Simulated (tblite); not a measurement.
Species: C4H13OPSi.
Atom-mapped SMILES: `[CH3:1][CH2:2][P@:3]([CH3:4])(=[O:5])[CH2:6][SiH3:7]` (hydrogens: H8, H9, H10 on C1; H11, H12 on C2; H13, H14, H15 on C4; H16, H17 on C6; H18, H19, H20 on Si7)

Computed with GFN2-xTB (tblite), gas phase: L-BFGS steps from a force-field or distance-geometry start until the largest atomic force falls under 0.01 eV/Å.

Step 0: E = -640.9624 eV
```
atom  x, y, z in Å  |  force x, y, z in eV/Å
C1     -2.5785   -0.4924   -0.4824   -0.416  -0.279  -0.141
C2     -1.6877    0.5516    0.1458   -0.536  -0.016   1.105
P3      0.0421    0.4582   -0.3820   -0.621   0.245  -3.147
C4      0.7891    1.8875    0.3846    0.725   0.633   1.322
O5      0.1484    0.4782   -1.8746    0.097  -0.106   1.350
C6      0.6871   -1.0042    0.3826   -0.487  -0.689   1.422
Si7     2.4416   -1.2757   -0.0997    1.899  -0.379  -0.419
H8     -3.6112   -0.3617   -0.1303    0.253  -0.096  -0.092
H9     -2.2536   -1.5051   -0.2295   -0.045   0.145  -0.027
H10    -2.5793   -0.3965   -1.5671    0.100   0.005   0.022
H11    -1.7209    0.4425    1.2438   -0.022   0.064  -0.187
H12    -2.0698    1.5416   -0.0838    0.013   0.257  -0.154
H13     0.2796    2.7991    0.0881   -0.064  -0.002  -0.247
H14     1.8487    1.9677    0.1178   -0.241  -0.029  -0.062
H15     0.7158    1.8178    1.4843    0.081   0.017  -0.362
H16     0.0874   -1.8682    0.1058   -0.143   0.032  -0.177
H17     0.6039   -0.9049    1.4755   -0.029   0.008  -0.207
H18     2.9777   -2.4343    0.6752   -0.242   0.315  -0.152
H19     2.6028   -1.5936   -1.5283   -0.105   0.131   0.246
H20     3.2715   -0.0970    0.2712   -0.215  -0.255  -0.092
```

Step 1: E = -641.0894 eV
```
atom  x, y, z in Å  |  force x, y, z in eV/Å
C1     -2.5845   -0.4964   -0.4844   -0.120  -0.032   0.032
C2     -1.6954    0.5514    0.1616   -0.353   0.054   0.062
P3      0.0333    0.4617   -0.4270   -0.395   0.014   2.072
C4      0.7995    1.8966    0.4035    0.058   0.138   0.077
O5      0.1498    0.4766   -1.8553    0.315  -0.027  -2.420
C6      0.6802   -1.0140    0.4029    0.204  -0.095  -0.027
Si7     2.4688   -1.2811   -0.1057    0.656  -0.172  -0.020
H8     -3.6075   -0.3630   -0.1316   -0.004  -0.109  -0.055
H9     -2.2542   -1.5031   -0.2299   -0.032   0.039  -0.010
H10    -2.5779   -0.3964   -1.5668    0.089   0.023  -0.026
H11    -1.7212    0.4434    1.2411    0.001   0.016   0.229
H12    -2.0696    1.5453   -0.0860   -0.026   0.129  -0.050
H13     0.2787    2.7991    0.0846    0.044  -0.023  -0.114
H14     1.8453    1.9673    0.1169    0.013   0.035  -0.042
H15     0.7170    1.8180    1.4791    0.047  -0.031   0.184
H16     0.0854   -1.8678    0.1032   -0.177  -0.123  -0.116
H17     0.6035   -0.9048    1.4725   -0.119   0.073   0.337
H18     2.9742   -2.4298    0.6730   -0.087   0.123  -0.057
H19     2.6013   -1.5917   -1.5248   -0.047   0.074   0.007
H20     3.2684   -0.1007    0.2699   -0.066  -0.107  -0.064
```

Task: Estimate the geometry and energy of step 2. (The exact step hangs on the optimiser's Hessian estimate; all steps are aligned on step 1, rigid shifts and turns removed.)

Result: E = -641.1403 eV, largest force 0.374 eV/Å
```
atom  x, y, z in Å  |  force x, y, z in eV/Å
C1     -2.5871   -0.4976   -0.4845   -0.021   0.026   0.022
C2     -1.7009    0.5519    0.1657   -0.341   0.075  -0.060
P3      0.0270    0.4626   -0.4142    0.011  -0.013  -0.342
C4      0.8023    1.9000    0.4084   -0.071   0.069  -0.081
O5      0.1535    0.4760   -1.8774    0.073  -0.034  -0.004
C6      0.6809   -1.0172    0.4070    0.323  -0.071  -0.157
Si7     2.4818   -1.2841   -0.1072    0.240  -0.078   0.015
H8     -3.6068   -0.3645   -0.1325   -0.109  -0.104  -0.034
H9     -2.2547   -1.5022   -0.2301   -0.023   0.001  -0.003
H10    -2.5766   -0.3961   -1.5670    0.087   0.026  -0.009
H11    -1.7213    0.4438    1.2430   -0.036   0.014   0.299
H12    -2.0698    1.5475   -0.0870   -0.038   0.096  -0.022
H13     0.2790    2.7988    0.0826    0.053  -0.018  -0.082
H14     1.8447    1.9676    0.1163    0.062   0.028  -0.044
H15     0.7177    1.8177    1.4800    0.052  -0.006   0.302
H16     0.0830   -1.8690    0.1014   -0.124  -0.080  -0.078
H17     0.6021   -0.9039    1.4755   -0.106   0.037   0.357
H18     2.9725   -2.4274    0.6720   -0.017   0.006   0.017
H19     2.6005   -1.5905   -1.5239   -0.026   0.052  -0.061
H20     3.2671   -0.1026    0.2689    0.009  -0.026  -0.034
```

The energy changes by -0.0509 eV. The first-order estimate −F·Δx gives -0.1013 eV and the mean of the old and new forces, exact on a quadratic surface, -0.0526 eV. The step makes an angle of 24° with the force vector and moves no atom by more than 0.022 Å.

What follows is the cost of the whole relaxation. The run took 1.1 s on an Arm Neoverse V1 with one thread, no GPU, shared host.
